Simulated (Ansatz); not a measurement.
A run for Ansatz (a program for electronic structure): U-B3LYP/cc-pVTZ on CH5Ga (SMILES [CH3][GaH2]), a point of a bond scan (R = 2.672 Å).

Ansatz 0.2 input:
```yaml
crystal:
  periodic: [false, false, false]
  atoms:
    - {symbol: C, position_ang: [-1.56095123, -0.12280766, 0.00123703]}
    - {symbol: Ga, position_ang: [1.10329792, 0.08318760, -0.00226422]}
    - {symbol: H, position_ang: [-1.98854607, 0.49917965, -0.78831952]}
    - {symbol: H, position_ang: [-1.90125078, -1.14877881, -0.13142206]}
    - {symbol: H, position_ang: [-1.95364954, 0.25454584, 0.94939406]}
    - {symbol: H, position_ang: [1.77510276, 1.50812686, 0.05098120]}
    - {symbol: H, position_ang: [2.02594702, -1.19263917, -0.04782009]}
basis:
  gaussian:
    orbitals: cc-pVTZ
hamiltonian:
  xc: {name: B3LYP}
magnetization: {spin_polarized: true, initial_magnetization: 0}
```

Program output:

```
WARN ansatz: RAYON_NUM_THREADS=2 ignored (pool sized by the plan → 2); use --threads N
Functional definition: B3LYP
integrals: 0.05 GiB planned
856 factors; their error is unknown
mean field: 0.64 GiB planned
mean field evaluation 1: about -53487.8627 eV, gradient 4.4e1 eV
mean field evaluation 2: about -53454.9740 eV, gradient 7.4e1 eV
mean field evaluation 4: about -53497.3255 eV, gradient 4.7e0 eV
mean field evaluation 8: about -53497.4997 eV, gradient 3.1e-2 eV
mean field evaluation 16: about -53497.6502 eV, gradient 4.4e-5 eV
mean field -53497.65015113 eV, -1966.0023810443 hartree, gradient 4.4e-5 eV, S^2 0.000000; 0 other end points of the search recorded, 0 dependent functions left out
reference -53497.65041437 eV, -1966.0023907182 hartree; 21, 21 occupied and 122, 122 virtual orbitals, 856 factors
Total energy: -53497.65041437 eV, -1966.0023907182 hartree
```

The run converged.

Cost: around 5 core-seconds (rough).
